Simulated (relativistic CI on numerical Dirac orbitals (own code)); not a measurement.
**Electric-dipole transitions in Pm XXXVIII**

Calculated at this level of theory: Dirac-Coulomb-Breit CI, separate exchange-only KLI orbitals for each configuration, model QED, unscaled Slater integrals (own radial code, finite nucleus).

CI space (outside the closed core [Ne]): 3s²3p⁶3d⁶, 3s²3p⁵3d⁷, 3s²3p⁴3d⁸, 3s3p⁶3d⁷, 3p⁶3d⁸, 3s3p⁵3d⁸, 3s²3p⁶3d⁵4s, 3s²3p⁶3d⁵4p, 3s²3p⁴3d⁷4s, 3s²3p⁶3d⁵4d, 3s²3p⁴3d⁷4p, 3s²3p⁵3d⁶4s, 3s²3p⁶3d⁵4f, 3s²3p⁴3d⁷4d, 3s3p⁵3d⁷4s, 3s²3p⁵3d⁶4p, 3s²3p⁵3d⁶4d, 3s²3p⁶3d⁴4s², 3s3p⁶3d⁶4s, 3p⁶3d⁷4s, 3p⁶3d⁷4p, 3s²3p⁶3d⁵5s, 3p⁶3d⁷4d, 3s3p⁶3d⁵4s². Levels of other configurations are missing.

```
λ vac (Å)                Lower                 Upper   A (s⁻¹)        gf  Branching (%)
   29.944   3s²3p⁶3d⁶ ³H5 [19]  3s²3p⁵3d⁷ ³F°4 [130]  9.97e+11  1.21e+00           51.6
   30.118   3s²3p⁶3d⁶ ¹I6 [21]  3s²3p⁵3d⁷ ³G°5 [131]  2.37e+12  3.55e+00           76.9
   30.688    3s²3p⁶3d⁶ ³G5 [7]  3s²3p⁵3d⁷ ³G°5 [108]  5.11e+11  7.93e-01           19.2
   30.700    3s²3p⁶3d⁶ ³H6 [8]  3s²3p⁵3d⁷ ³G°5 [108]  1.86e+12  2.89e+00           69.7
   30.726   3s²3p⁶3d⁶ ¹G4 [29]  3s²3p⁵3d⁷ ³D°3 [140]  1.81e+12  1.80e+00           78.6
   30.791    3s²3p⁶3d⁶ ⁵D3 [4]  3s²3p⁵3d⁷ ³F°4 [107]  4.59e+11  5.87e-01           20.1
   30.956   3s²3p⁶3d⁶ ³G4 [13]  3s²3p⁵3d⁷ ³F°3 [116]  1.35e+12  1.36e+00           60.4
   30.962   3s²3p⁶3d⁶ ¹G4 [29]  3s²3p⁵3d⁷ ¹G°4 [138]  1.36e+12  1.76e+00           74.7
   31.043    3s²3p⁶3d⁶ ⁵D4 [5]  3s²3p⁵3d⁷ ³F°4 [107]  6.47e+11  8.41e-01           28.3
   31.064  3s²3p⁵3d⁷ ³I°7 [54]   3s²3p⁴3d⁸ ³H6 [229]  2.07e+12  3.89e+00           72.7
   31.532    3s²3p⁶3d⁶ ³G5 [7]  3s²3p⁵3d⁷ ³F°4 [107]  9.32e+11  1.25e+00           40.7
   31.879   3s²3p⁶3d⁶ ¹I6 [21]  3s²3p⁵3d⁷ ¹I°6 [120]  8.11e+11  1.61e+00           84.2
   39.073    3s²3p⁶3d⁶ ⁵D4 [5]   3s²3p⁵3d⁷ ³F°3 [74]  7.74e+11  1.24e+00           70.9
   39.223  3s²3p⁵3d⁷ ³H°6 [45]    3s3p⁶3d⁷ ³G5 [180]  1.07e+12  2.72e+00           69.0
   39.487  3s²3p⁵3d⁷ ⁵G°6 [35]    3s3p⁶3d⁷ ⁵F5 [150]  1.20e+12  3.08e+00           86.0
   39.553    3s²3p⁶3d⁶ ³G5 [7]   3s²3p⁵3d⁷ ³F°4 [75]  9.23e+11  1.95e+00           74.5
   39.704    3s²3p⁶3d⁶ ³P2 [2]   3s²3p⁵3d⁷ ³P°1 [56]  7.32e+11  5.19e-01           73.9
   39.899    3s²3p⁶3d⁶ ⁵D4 [1]   3s²3p⁵3d⁷ ⁵P°3 [51]  9.71e+11  1.62e+00           92.2
   40.147    3s²3p⁶3d⁶ ⁵D3 [4]   3s²3p⁵3d⁷ ⁵D°2 [66]  4.92e+11  5.94e-01           74.1
   40.218    3s²3p⁶3d⁶ ³H6 [8]   3s²3p⁵3d⁷ ³G°5 [71]  6.16e+11  1.64e+00           66.2
   40.515    3s²3p⁶3d⁶ ⁵D4 [1]   3s²3p⁵3d⁷ ⁵D°4 [46]  2.54e+11  5.63e-01           79.3
   40.562   3s²3p⁶3d⁶ ¹I6 [21]   3s²3p⁵3d⁷ ¹H°5 [95]  6.60e+11  1.79e+00           67.3
   41.036   3s²3p⁶3d⁶ ³G4 [13]   3s²3p⁵3d⁷ ¹G°4 [81]  4.98e+11  1.13e+00           75.6
   41.223    3s²3p⁶3d⁶ ⁵D4 [1]   3s²3p⁵3d⁷ ⁵F°4 [43]  4.66e+11  1.07e+00           93.4
   41.389    3s²3p⁶3d⁶ ⁵D3 [4]   3s²3p⁵3d⁷ ⁵D°3 [59]  4.97e+11  8.93e-01           78.6
   41.748    3s²3p⁶3d⁶ ³H6 [8]   3s²3p⁵3d⁷ ³H°6 [63]  6.12e+11  2.08e+00           95.6
   41.841    3s²3p⁶3d⁶ ³P2 [2]   3s²3p⁵3d⁷ ³D°3 [44]  2.48e+11  4.55e-01           83.7
   42.018    3s²3p⁶3d⁶ ⁵D4 [5]   3s²3p⁵3d⁷ ³F°4 [58]  4.31e+11  1.03e+00           72.6
   42.361    3s²3p⁶3d⁶ ³P2 [2]   3s²3p⁵3d⁷ ³D°2 [42]  5.00e+11  6.72e-01           97.8
   44.532    3s²3p⁶3d⁶ ⁵D4 [1]   3s²3p⁵3d⁷ ³G°5 [38]  1.77e+11  5.80e-01           95.0
```

Terms are leading LS components. Brackets give the number of a level in order of energy, since labels repeat. The list gives strong lines, with weight on those to low levels, without lines whose two gauges differ by over a factor of 2.5, among the lowest 400 of 9826 levels, so that lines to higher ones, which can be the strongest, are missing. Levels whose partners in the same complex of configurations lie outside the list can be far off, and so can their lines. Rates are taken at the computed energies, electric ones in the length gauge.

At this charge energies of transitions that change n are usually good to better than 1 %, and those within a shell (Δn = 0) to a few per cent. Terms inside the open d or f shell come out 10 to 20 % too wide with unscaled integrals.

LS names give the leading component of a level, which can be under half, so a name can repeat, a term be missing and a line seem to break the LS rules.
